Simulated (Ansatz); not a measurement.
The Mg1–H2 bond of CH4Mg (SMILES [CH3][MgH]) is stretched (multiplicity 1, the rest rigid).
Geometry at rest (charge 0, multiplicity 1):
```json
[
 {"atom": "Mg", "x (Å)": "-0.7281", "y (Å)": "-0.3887", "z (Å)": "-0.1075"},
 {"atom": "H", "x (Å)": "-2.2191", "y (Å)": "-1.1847", "z (Å)": "-0.3276"},
 {"atom": "C", "x (Å)": "1.0992", "y (Å)": "0.5868", "z (Å)": "0.1623"},
 {"atom": "H", "x (Å)": "1.5719", "y (Å)": "0.3075", "z (Å)": "1.1086"},
 {"atom": "H", "x (Å)": "0.9807", "y (Å)": "1.6744", "z (Å)": "0.1704"},
 {"atom": "H", "x (Å)": "1.8086", "y (Å)": "0.3464", "z (Å)": "-0.6351"}
]
```

Correlated levels freeze the cores.

The values were computed with Ansatz (Gaussian basis) for Hartree–Fock, density functionals and correlated methods. 

FIC-MRCISD+Q on CASSCF(2,2)/def2-TZVPPD, total energies (hartree):

```json
[
 {"R (Å)": "1.704", "CASSCF": "-239.803094", "MRCISD": "-240.032462", "weight c² of the reference": "0.91848"},
 {"R (Å)": "2.983", "CASSCF": "-239.737615", "MRCISD": "-239.957927", "weight c² of the reference": "0.92018"},
 {"R (Å)": "5.454", "CASSCF": "-239.704670", "MRCISD": "-239.920348", "weight c² of the reference": "0.92207"}
]
```

Q: Add the Davidson correction (E_MRCISD − E_CASSCF)(1 − c²)/c² and give the energies above the first point at the three levels.

A: 
Corrections (hartree): -0.020357, -0.019109, -0.018229. Above the first point (kcal/mol):
- R = 2.983 Å: CASSCF 41.1, MRCISD 46.8, with the correction 47.6
- R = 5.454 Å: CASSCF 61.8, MRCISD 70.4, with the correction 71.7

Ansatz is a first-principles code.
